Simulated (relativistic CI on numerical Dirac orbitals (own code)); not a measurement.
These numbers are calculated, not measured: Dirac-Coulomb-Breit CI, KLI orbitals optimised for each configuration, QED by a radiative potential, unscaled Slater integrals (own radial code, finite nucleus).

Configurations in the expansion (outside the closed core [Ar] 3d10): 4s2 4p6, 4s2 4p5 4d, 4s 4p6 4d, 4s2 4p5 4f, 4s 4p6 4f, 4s2 4p5 5s, 4s2 4p5 5p, 4p6 4d 4f, 4s 4p6 5s, 4s2 4p5 5d, 4s 4p6 5p, 4s2 4p5 5f, 4s2 4p5 5g, 4s 4p6 5d, 4s2 4p5 6s, 4s2 4p5 6p, 4s 4p6 5f, 4s2 4p5 6d, 4p6 4f 5s, 4s2 4p5 6f, 4s 4p6 5g, 4p6 4d2, 4p5 4d3, 4p5 4d2 4f, 4p5 4d2 5s, 4p5 4d2 5p, 4p6 4f2, 4p5 4d 4f2, 4p5 4f3, 4p5 4f2 5s, 4p5 4f2 5p, 4p6 4d 5s, 4p5 4d 4f 5s, 4p5 4d 5s2, 4p5 4d 5s 5p. Double excitations out of closed p, d and f shells are left out; levels of such configurations are missing from the list, as are those of other unlisted configurations, and high levels can miss mixing partners. These lack a partner that the ground configuration has and come out too high: 4s2 4p5 5d, 4s2 4p5 5f, 4s2 4p5 5g, 4s2 4p5 6s, 4s2 4p5 6p.

At this charge energies of transitions that change n are usually good to better than 1 %, and those within a shell (Δn = 0) to a few per cent.

Outline of the computed level scheme of La XXII. Lowest level of each configuration: 4s2 4p6 1S_0 at 0.000 eV; 4s2 4p5 4d 3P°_0 at 89.675 eV; 4s 4p6 4d 3D_1 at 178.919 eV; 4s2 4p5 4f 3G_5 at 212.883 eV; 4s2 4p5 5s 3P°_2 at 276.753 eV; 4s2 4p5 5p 3S_1 at 301.892 eV; 4s 4p6 4f 3F°_2 at 302.429 eV.

Some strong electric-dipole decays among the lowest 45 levels: 4s2 4p5 4d 1P°_1 → 4s2 4p6 1S_0 (1.3e+12 s⁻¹); 4s2 4p5 5s 1P°_1 → 4s2 4p6 1S_0 (5.1e+11 s⁻¹); 4s2 4p5 4f 3D_3 → 4s2 4p5 4d 3D°_2 (3.0e+11 s⁻¹); 4s2 4p5 5p 3D_2 → 4s2 4p5 4d 3F°_3 (2.9e+11 s⁻¹); 4s2 4p5 5p 3D_3 → 4s2 4p5 4d 3F°_4 (2.9e+11 s⁻¹); 4s2 4p5 4f 3G_3 → 4s2 4p5 4d 3F°_2 (2.6e+11 s⁻¹); 4s2 4p5 5s 3P°_1 → 4s2 4p6 1S_0 (2.6e+11 s⁻¹); 4s2 4p5 4f 1G_4 → 4s2 4p5 4d 1F°_3 (2.5e+11 s⁻¹).

LS names give the leading component of a level, which can be under half, so a name can repeat, a term be missing and a line seem to break the LS rules.
